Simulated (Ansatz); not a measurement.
## BGeH3Cl2 (SMILES Cl[B](Cl)[GeH3]): methods side by side

BGeH3Cl2: 7 atoms, total charge 0, spin state singlet. As SMILES, `Cl[B](Cl)[GeH3]`. The coordinates come from a PBE0-D4/def2-TZVP relaxation.

Each level gives the electronic atomisation energy (eV). The values are calculated. Electronic energies at fixed atoms, without zero-point motion or spin-orbit coupling.

```tsv
level	kind	program	value (eV)
HF/cc-pVDZ	Hartree–Fock	Ansatz	15.81
PBE/cc-pVDZ	GGA	Ansatz	21.32
r2SCAN/cc-pVDZ	meta-GGA	Ansatz	21.47
CAM-B3LYP/cc-pVDZ	range-separated hybrid	Ansatz	20.88
wB97M-V/cc-pVDZ	range-separated hybrid	Ansatz	21.35
RPA@PBE/cc-pVDZ	RPA	Ansatz	18.65
BCCD(T)/cc-pVDZ	coupled cluster or CI	Ansatz	19.86
CCSD/cc-pVDZ	coupled cluster or CI	Ansatz	19.58
```

All-electron rows without a relativistic Hamiltonian named are non-relativistic. Correlated wave functions underbind in double-zeta sets. The values span 15.81 to 21.47 eV. In the correlated wave-function rows the outer d shell of Ge is correlated, in sets not made for it.
